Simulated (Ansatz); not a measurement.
```xyz
11

C     2.247    0.424    1.517
Al    1.097   -0.871    0.590
Zn   -0.984   -0.268   -0.679
C    -2.613    0.207   -1.674
H     2.256    0.208    2.592
H     3.285    0.325    1.179
H     1.946    1.466    1.389
H     1.584   -2.395    0.706
H    -2.915    1.238   -1.467
H    -3.446   -0.447   -1.401
H    -2.456    0.115   -2.752
```

The species carries charge 0 and has multiplicity 1.

Question: List the B3LYP/def2-TZVPP orbital energies in eV (Ansatz). (An estimate is asked.)

Answer: Ansatz gave: Occupied: -9449.49, -1523.96, -1148.73, -1012.10, -1012.10, -1012.03, -275.89, -275.78, -131.28, -111.94, -87.52, -87.52, -87.35, -72.70, -72.48, -72.46, -18.34, -18.03, -13.49, -13.49, -13.48, -13.44, -13.44, -10.72, -10.61, -10.43, -10.23, -10.23, -8.31, -7.63, -5.99. Lowest empty: -2.11, -0.95, 0.14, 0.36, 0.86, 1.67, 2.48, 2.72.

B3LYP here is the variant with VWN-RPA as its local correlation; programs differ in this.
